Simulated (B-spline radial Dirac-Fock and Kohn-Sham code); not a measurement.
**Yb²⁰⁺: scattering cross sections and density moments**

System: Yb²⁰⁺ in the configuration [Kr] 4d10 4f4.

These are calculated numbers from a B-spline atomic structure program; the model is configuration-average Dirac-Fock orbitals.

```
Sum of ⟨r⟩                          : 15.47 bohr
Sum of ⟨r²⟩                         : 7.393 bohr²
Sum of ⟨1/r⟩                        : 478.85 per bohr
Langevin diamagnetic susceptibility : -5.86 × 10⁻⁶ cm³/mol
Lamb shielding (α²/3)Σ⟨1/r⟩         : 8500 ppm
```

Coherent scattering is the Thomson cross section weighted by f₀², without anomalous dispersion; incoherent scattering is Klein-Nishina weighted by S. The Lamb formula is the non-relativistic shielding expression. Electron correlation is left out. A dash stands where the photon energy is too low for the impulse approximation behind that column.

```tsv
hν (keV)	coherent (b)	incoherent (b)	incoherent per electron (b)
1	1651	–	–
2	1617	–	–
8.0478	1135	4.135	0.0827
10	970.3	5.523	0.110
17.4793	558.9	10.04	0.201
20	480.3	11.27	0.225
50	138.4	18.25	0.365
1000	0.6190	10.44	0.209
```

Incoherent scattering overtakes coherent scattering between 50 and 1000 keV.
